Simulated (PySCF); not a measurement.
## Correlation energy of Se⁺ (selenium, charge +1)

[Ar] 3d10 4s2 4p2 5s1, high-spin 4P determinant (an excited configuration). Computed with PySCF 2.14 in aug-cc-pVDZ-DK (6s5p3d, 36 functions), with scalar relativity by spin-free X2C-1e. Frozen: [Ar] 3d10; 5 electrons correlated.

| level | correlation energy (mhartree) |
| --- | --- |
| CCSD | -73.01 |
| (T) | -1.18 |
| CCSD(T) | -74.19 |
| CCSDT | -74.52 |

Diagnostics: T1 = 0.0095, D1 = 0.0255, largest double amplitude 0.090.

The outer electron is Rydberg-like, and this basis confines it to a smaller radius and binds it less than a complete one would.

Cost of the coupled-cluster step: roughly 0.4 core-seconds, for 5 correlated electrons.
